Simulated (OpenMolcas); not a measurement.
## Be I: input and output

Input:

```
&GATEWAY
Coord
1

Be 0.0 0.0 0.0
Basis=ANO-RCC-VQZP
Group=XYZ
NoMove
AngMom=0.0 0.0 0.0
AMFI
&SEWARD
* reference wave functions (RASSCF and RASSI steps not shown): 2 electrons in 8 orbitals (2s 2p 3s 3p)
>>> COPY JOB001 $Project.JobIph
&CASPT2
Multistate=1 1
Frozen=0 0
IPEA=0.0
MaxIter=60
WThr=0.0 0.3 0.05
PrWF=0.5
NoMix
>>> COPY JOB003 $Project.JobIph
&CASPT2
Multistate=3 1 2 3
Frozen=0 0
IPEA=0.0
MaxIter=60
WThr=0.0 0.3 0.05
PrWF=0.5
NoMix
```

Launched by
```bash
OMP_NUM_THREADS=1 MOLCAS_MEM=2252 MOLCAS_PROJECT=a pymolcas a.inp > a.log  # once for each step of the input, in one work folder
```

Output, cut to the results:

```
--- CASPT2 ---
Orbital specifications:
      -----------------------

      Symmetry species                           1   2
                                                ag  au
      Frozen orbitals                            0   0
      Inactive orbitals                          1   0
      Active orbitals                            2   6
      Secondary orbitals                        26  20
      Deleted orbitals                           0   0
      Number of basis functions                 29  26
Type of calculation                        SS-CASPT2
      Fock operator                              state-specific
      IPEA shift                                 0.00
      Real shift                                 0.00
      Imaginary shift                            0.00
      The input orbitals will be transformed to quasi-canonical
Reference energy:         -14.6208500286
      E2 (Non-variational):      -0.0402346776
      E2 (Variational):          -0.0402346802
      Total energy:             -14.6610847088
      Residual norm:              0.0000003710
      Reference weight:           0.99806
      Contributions to the CASPT2 correlation energy
      Active & Virtual Only:         -0.0005341831
      One Inactive Excited:          -0.0038302807
      Two Inactive Excited:          -0.0358702138
::    CASPT2 Root  1     Total energy:    -14.66108471
--- CASPT2 ---
Orbital specifications:
      -----------------------

      Symmetry species                           1   2
                                                ag  au
      Frozen orbitals                            0   0
      Inactive orbitals                          1   0
      Active orbitals                            2   6
      Secondary orbitals                        26  20
      Deleted orbitals                           0   0
      Number of basis functions                 29  26
Type of calculation                        MS-CASPT2
      Fock operator                              state-specific
      IPEA shift                                 0.00
      Real shift                                 0.00
      Imaginary shift                            0.00
      The input orbitals will be transformed to quasi-canonical
Reference energy:         -14.5109806198
      E2 (Non-variational):      -0.0483527199
      E2 (Variational):          -0.0483527102
      Total energy:             -14.5593333301
      Residual norm:              0.0000006662
      Reference weight:           0.99172
      Contributions to the CASPT2 correlation energy
      Active & Virtual Only:         -0.0078129010
      One Inactive Excited:          -0.0044675982
      Two Inactive Excited:          -0.0360722208
Reference energy:         -14.5109806198
      E2 (Non-variational):      -0.0483527199
      E2 (Variational):          -0.0483527102
      Total energy:             -14.5593333301
      Residual norm:              0.0000006662
      Reference weight:           0.99172
      Contributions to the CASPT2 correlation energy
      Active & Virtual Only:         -0.0078129010
      One Inactive Excited:          -0.0044675982
      Two Inactive Excited:          -0.0360722208
::    CASPT2 Root  1     Total energy:    -14.55933333
::    CASPT2 Root  2     Total energy:    -14.55933333
::    CASPT2 Root  3     Total energy:    -14.55933333
::    MS-CASPT2 Root  1     Total energy:    -14.55933333
::    MS-CASPT2 Root  2     Total energy:    -14.55933333
::    MS-CASPT2 Root  3     Total energy:    -14.55933333
```

Levels above the lowest, from the spin-orbit matrix with the single-state CASPT2 energies, averaged by term, on its diagonal:

```
Configuration  Term  J  E (cm⁻¹)  Measured (cm⁻¹)      g  Term weight %
          2s²    ¹S  0       0.0              0.0                   100
        2s 2p   ³P°  0     22330            21978                   100
        2s 2p   ³P°  1     22331            21979  1.501            100
        2s 2p   ³P°  2     22333            21981  1.501            100
```

Against the 3 measured excited levels shown (NIST Handbook of Basic Atomic Spectroscopic Data) the mean absolute deviation is 350 cm-1; the largest miss in energy is 2s 2p ³P°₁: computed 22331, measured 21979 cm⁻¹ (+1.6 %).

Terms from blocks run as CI alone lack orbitals of their own. Active for correlation alone: 3p 3s; no level in the range computed is led by a configuration that fills them, so any true level of that kind is missing. Computed and measured levels are paired by configuration, term and J; levels that our copy of the source lacks, or whose pairing is in doubt (as where it misses far off the trend of its configuration), stay unpaired and out of the deviations. Levels of configurations outside the active space are missing. The first state left out of the spin-orbit step lies near 50000 cm-1 above the lowest spin-free state of the reference (among the parities and spins computed), and the list stops at four fifths of that energy or lower.

The CASPT2 steps took 1.2 s on 1 thread of Arm Neoverse V1 (shared host); the integral step is not counted.

The term weight is that of the spin-free term in the level, not the purity of its configuration. ° marks odd parity.
